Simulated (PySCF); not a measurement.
C3H3, SMILES [CH2]C#C (connectivity only; charge and spin as stated), charge +1, multiplicity 1. Atoms are numbered in the order given.

```xyz
6

C      0.0000     0.0000    -1.3280
C      0.0000     0.0000    -0.1040
C      0.0000     0.0000     1.2357
H      0.0000     0.0000    -2.4040
H      0.0000    -0.9387     1.7910
H      0.0000     0.9387     1.7910
```
Charge +1, spin multiplicity 1.

Geometry: PBE0-D3(BJ)/def2-TZVP. The multiplicity is an assumed one; other spin states were not compared. The isomer is the one that the SMILES or the coordinates give; other isomers of the formula were not compared.

Two levels are set side by side: PBE/pcSseg-2 (PySCF) and HF/pcSseg-2 (PySCF). GIAO shifts against TMS (¹H), TMS (¹³C) at the same level; non-relativistic, no solvent, atoms listed together averaged. Differences are taken from unrounded values.

```tsv
quantity	HF
δ(¹³C) of C1 (ppm)	421.1
δ(¹³C) of C2 (ppm)	64.9
δ(¹³C) of C3 (ppm)	272.1
δ(¹H) of H4 (ppm)	22.78
δ(¹H) of H5, H6 (ppm)	10.61
```

Question: What does PBE give, and how far is it from HF? (The exact figures need the calculation; the answer reports its results.)

Answer: 
```
quantity                 PBE  PBE minus HF
---------------------  -----  ------------
δ(¹³C) of C1 (ppm)     373.5         -47.6
δ(¹³C) of C2 (ppm)     161.6          96.7
δ(¹³C) of C3 (ppm)     283.3          11.3
δ(¹H) of H4 (ppm)      19.18         -3.60
δ(¹H) of H5, H6 (ppm)  11.14          0.53
```

Rough cost on one machine, each run with all the roots and properties that it gave: HF against PBE within a factor of 2.
